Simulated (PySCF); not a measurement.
H3ClS3Si (SMILES S[Si](S)(S)Cl), singlet, geometry from GFN2-xTB. Base run: B3LYP/6-31G (PySCF).

The PySCF input:
```python
from pyscf import gto, scf, dft, solvent

mol = gto.Mole()
mol.atom = '''
    S    -0.336080   -1.918141   -0.890119
    Si   -0.041354    0.016306    0.018878
    S     1.466183   -0.173217    1.550752
    S     0.688049    1.374475   -1.490615
    Cl   -1.777434    0.700829    0.811394
    H    -0.155242   -2.614519    0.220286
    H     1.879552    1.081946    1.484928
    H    -0.019403    0.860340   -2.483500
'''
mol.basis = '6-31g'
mol.charge = 0
mol.spin = 0
mol.verbose = 3
mol.build()

mf = dft.RKS(mol)
mf.xc = 'b3lyp'
mf.kernel()
mf.analyze()
```

Each row names what was changed in the base input (with any setting that the change needs).

```
change                                                  ΔE vs base (kcal/mol)  dipole (D)  HOMO-LUMO gap (eV)
------------------------------------------------------  ---------------------  ----------  ------------------
base                                                                    0.000        0.58                6.37
model = ddCOSMO; solvent = toluene                                      -4.15        0.63                6.38
model = IEF-PCM; solvent = toluene; vdw_scale = 1.1                     -6.08        0.67                6.38
model = IEF-PCM; solvent = toluene; r_probe = 0.5                  (withheld)        0.64                6.37
model = IEF-PCM; solvent = toluene; lebedev_order = 41                  -4.16        0.67                6.37
model = IEF-PCM; solvent = acetonitrile                                 -9.20        0.72                6.37
model = IEF-PCM; solvent = methanol                                     -9.15        0.72                6.37
model = IEF-PCM; solvent = toluene; vdw_scale = 1.4                     -2.06        0.65                6.36
model = COSMO; solvent = toluene                                   (withheld)        0.64                6.37
model = IEF-PCM; solvent = toluene                                      -4.16        0.67                6.37
model = IEF-PCM; solvent = dimethylsulfoxide                            -9.31        0.72                6.37
model = C-PCM; solvent = toluene                                   (withheld)  (withheld)                6.37
```

### Question
Some entries are withheld; supply them.

### Answer

- model = IEF-PCM; solvent = toluene; r_probe = 0.5, ΔE vs base (kcal/mol): -1.42
- model = COSMO; solvent = toluene, ΔE vs base (kcal/mol): -4.36
- model = C-PCM; solvent = toluene, ΔE vs base (kcal/mol): -5.34
- model = C-PCM; solvent = toluene, dipole (D): 0.66

The base is the gas phase, so ΔE is the electrostatic part of solvation at a fixed geometry, without cavity and dispersion terms.
